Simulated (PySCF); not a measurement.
Compound: C7H13NOSi.
Atom-mapped SMILES: `[CH2:1]=[C:2]1[C@@H:3]([CH2:4][CH2:5][CH:6]=[O:7])[SiH2:8][N:9]1[CH3:10]`

Structure used (GFN2-xTB), in Å, numbered top down from 1:
```xyz
23
C7H13NOSi angstrom
C     -1.6641   -1.8310   -0.3686
C     -1.2454   -0.6441    0.0356
C      0.0446   -0.2247    0.7104
C      1.2946   -0.5322   -0.1020
C      2.5440    0.0587    0.5531
C      3.7667   -0.1590   -0.2859
O      4.8181   -0.5797    0.1055
Si    -0.6526    1.5643    0.6821
N     -1.8839    0.5939   -0.0557
C     -3.1910    0.7820   -0.6161
H     -2.6166   -1.9740   -0.8471
H     -1.0560   -2.7059   -0.2272
H      0.1396   -0.6771    1.6991
H      1.4140   -1.6149   -0.1945
H      1.1817   -0.1251   -1.1096
H      2.7024   -0.3669    1.5455
H      2.4072    1.1394    0.6606
H      3.6226    0.1111   -1.3522
H     -1.0091    2.1812    1.9594
H     -0.0162    2.5261   -0.2205
H     -3.4659    1.8312   -0.5292
H     -3.9322    0.1756   -0.0871
H     -3.2072    0.4981   -1.6728
```

NICS = −σ at a ghost point: NICS(0) at the centroid of the ring atoms, NICS(1) 1 Å to either side along the normal of their mean plane, zz for the tensor component along that normal. Level: GIAO PBE0/pcSseg-1 (PySCF, non-relativistic, gas phase) on the GFN2-xTB geometry, one conformer.

Ring bond lengths (Å), with Mayer bond orders in brackets: C2–C3 1.515 (0.92), C3–Si8 1.920 (0.91), Si8–N9 1.733 (0.96), N9–C2 1.396 (1.01).

Task: Give the NICS values of each ring in ppm.

Result: 
```tsv
ring	type	NICS(0)	NICS(1), two faces	NICS(1)zz, two faces	rms pucker (Å)	centre to ring atoms, mean (Å)
C2–C3–Si8–N9	4-membered ring with N and Si; formal bonds all single	-3.7	-2.3 / -1.8	0.8 / 2.3	0.00	1.16
```

Task: What do they say, and how far can they be read as aromaticity?

Result: 
- C2–C3–Si8–N9: mean NICS(1)zz 1.6 ppm, near zero. C3, Si8 have four or more neighbours, so the value isn't read as a sign of a π ring current.
